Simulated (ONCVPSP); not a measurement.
**Scattering properties, ONCV potential for Pb (Z = 82)**

| Item | Value |
| --- | --- |
| Element | lead (Pb) |
| Generator | ONCVPSP 4.0.1 |
| Type | optimised norm-conserving Vanderbilt (ONCV) |
| Functional | PBE |
| Relativity | fully relativistic |
| Frozen core | [Kr] 4d10 4f14 |
| Valence charge | 22 |
| Reference configuration | 5s2 5p6 5d10 6s2 6p2 |
| Partial waves | 5s+6s: rc 1.40 bohr, ncon 4, nbas 7, qcut 10.9 1/bohr, 2 projectors; 5p+6p: rc 1.30 bohr, ncon 4, nbas 7, qcut 11.1 1/bohr, 2 projectors; 5d: rc 1.60 bohr, ncon 4, nbas 9, qcut 11.6 1/bohr, 3 projectors, debl 3.6 Ha; f scattering state at 0.28 Ha: rc 1.70 bohr, ncon 5, nbas 9, qcut 7.4 1/bohr, 2 projectors, debl 4 Ha |
| Local potential | polynomial inside 1.25 bohr (lpopt 5, dvloc0 0 Ha) |
| Core correction | Teter function, fcfact 5, rcfact 1.4 |

Open shells are filled in proportion to 2j + 1.

The phase is arctan(r·R′/R) of the radial function R(r), unwrapped; energies in Ha, scanned from -7 to 5 Ha. A pole is an energy at which the radial function vanishes at the test radius. The pseudo phase is shifted by a multiple of π to meet the all-electron one at the reference energy, and phase errors are pseudo minus all-electron; the curves can meet again beyond the range given. Levels narrower than the energy grid can be missing from the lists of poles. n/a: not evaluated, since a narrow level or a reset projector energy made the automatic matching unsafe.

```tsv
channel	radius (bohr)	reference energy (Ha)	poles, all-electron	poles, pseudo	unbroken range about the reference energy with phases within 0.05 rad	phase error 1 Ha above the reference energy (rad)
s	1.42	-0.44	-4.74	-4.74	the whole range	+0.000
p3/2	1.32	-0.11	-1.14	-1.14	the whole range	-0.000
p1/2	1.32	-0.17	-2.52	-2.52	the whole range	+0.000
d5/2	1.62	-0.74	0.43	0.43	the whole range	-0.000
d3/2	1.62	-0.83	0.23	0.23	the whole range	-0.000
f7/2	1.72	0.28	3.40	3.40	n/a	n/a
f5/2	1.72	0.28	3.35	3.35	n/a	n/a
```

Phases in the s channel:

```json
{"E (Ha)": "-6.96", "all-electron": "1.075", "pseudo": "1.075"}
{"E (Ha)": "-6.32", "all-electron": "0.697", "pseudo": "0.697"}
{"E (Ha)": "-5.68", "all-electron": "-0.884", "pseudo": "-0.884"}
{"E (Ha)": "-5.04", "all-electron": "-1.480", "pseudo": "-1.480"}
{"E (Ha)": "-4.40", "all-electron": "-1.638", "pseudo": "-1.638"}
{"E (Ha)": "-3.76", "all-electron": "-1.722", "pseudo": "-1.722"}
{"E (Ha)": "-3.12", "all-electron": "-1.786", "pseudo": "-1.786"}
{"E (Ha)": "-2.48", "all-electron": "-1.849", "pseudo": "-1.849"}
{"E (Ha)": "-1.84", "all-electron": "-1.921", "pseudo": "-1.921"}
{"E (Ha)": "-1.20", "all-electron": "-2.019", "pseudo": "-2.019"}
{"E (Ha)": "-0.56", "all-electron": "-2.166", "pseudo": "-2.166"}
{"E (Ha)": "0.08", "all-electron": "-2.421", "pseudo": "-2.421"}
{"E (Ha)": "0.72", "all-electron": "-2.883", "pseudo": "-2.882"}
{"E (Ha)": "1.36", "all-electron": "-3.510", "pseudo": "-3.510"}
{"E (Ha)": "2.00", "all-electron": "-3.973", "pseudo": "-3.973"}
{"E (Ha)": "2.64", "all-electron": "-4.226", "pseudo": "-4.226"}
{"E (Ha)": "3.28", "all-electron": "-4.370", "pseudo": "-4.370"}
{"E (Ha)": "3.92", "all-electron": "-4.461", "pseudo": "-4.461"}
{"E (Ha)": "4.56", "all-electron": "-4.523", "pseudo": "-4.523"}
```
